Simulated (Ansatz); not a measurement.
```yaml
crystal:
  periodic: [false, false, false]
  atoms:
    - {symbol: C, position_ang: [-1.636530, 0.786695, 0.021408]}
    - {symbol: C, position_ang: [0.166106, 0.411201, -0.418584]}
    - {symbol: Si, position_ang: [1.470660, -0.434300, 0.670042]}
    - {symbol: S, position_ang: [0.119996, -0.819536, -1.989691]}
    - {symbol: H, position_ang: [-1.331125, 1.492827, 1.089393]}
    - {symbol: H, position_ang: [-2.135638, 1.018013, -0.617365]}
    - {symbol: H, position_ang: [-2.040158, -0.253912, 0.444234]}
    - {symbol: H, position_ang: [0.727923, 1.138220, -0.965024]}
    - {symbol: H, position_ang: [1.228113, 0.265773, 2.056838]}
    - {symbol: H, position_ang: [2.639265, -0.560095, 0.146471]}
    - {symbol: H, position_ang: [0.668448, -1.691449, 1.299757]}
    - {symbol: H, position_ang: [-0.288519, -1.752138, -1.208041]}
basis:
  gaussian: {orbitals: cc-pVTZ-DK}
hamiltonian: {xc: {name: B97}}
scf: {lower_state_search: light}
outputs: {forces: true}
```

```sh
$ ansatz run in.yaml --threads 4 --pin off --events-out ev --progress --plain --max-ram 10444MiB
```

Output, abridged:

```
Error: YAML parse error: error: line 20 column 1: unknown field `outputs`, expected one of crystal, accuracy, basis, kpoints, hamiltonian, magnetization, projection, total_charge, correlation, batch, efield, external_charges, scf, relax, neb, saddle, md, ramp, phonons, dielectric, real_time, elastic, magnetic_configurations, gw, evaluate, workflow, output, checkpoint, execution
18 | hamiltonian: {xc: {name: B97}}
19 | scf: {lower_state_search: light}
20 | outputs: {forces: true}
```

(1) What is wrong with this run?

Answers

(1) The input holds a key that doesn't belong there. The program refused the input.
